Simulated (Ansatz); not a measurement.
C$_{2}$H$_{2}$Cl (SMILES C=[C]Cl), doublet (typed; the unrestricted solution is spin-contaminated), at a GFN2-xTB geometry. Base run: Ansatz (a program for electronic structure) with HF/6-311G**.

Ansatz was given this input:
Ansatz 0.2 input:
```yaml
crystal:
  periodic: [false, false, false]
  atoms:
    - {symbol: C, position_ang: [0.10210539, 0.67520826, 0.00485216]}
    - {symbol: C, position_ang: [1.34731481, 1.04507097, 0.01187153]}
    - {symbol: Cl, position_ang: [-0.73486159, -0.75123729, -0.00767688]}
    - {symbol: H, position_ang: [2.19266263, 0.35806744, 0.01041576]}
    - {symbol: H, position_ang: [1.60346329, 2.09129104, 0.01974902]}
basis:
  gaussian:
    orbitals: 6-311G__.json
hamiltonian:
  xc: hf
magnetization: {spin_polarized: true, initial_magnetization: 1}
```
The basis file holds 6-311G** in the JSON format of the Basis Set Exchange.

Variants of this job, named by their change:

```tsv
change	basis functions	E (Eh)
base	75	-536.33428
basis = STO-3G	21	-530.43287
basis = 3-21G	35	-533.66336
basis = 6-31G*	53	-536.29108
basis = pc-1	56	-536.27322
basis = cc-pVDZ	56	-536.31934
basis = 6-31G**	59	-536.29476
basis = cc-pV(D+d)Z	61	-536.32249
basis = def2-SVPD	83	-536.11399
basis = pc-2	122	-536.35203
basis = cc-pV(T+d)Z	127	-536.35918
basis = cc-pVQZ	229	-536.36685
basis = def2-QZVP	244	-536.36905
```

Totals compare only among sets that treat the same electrons; sets with core potentials leave the core out.
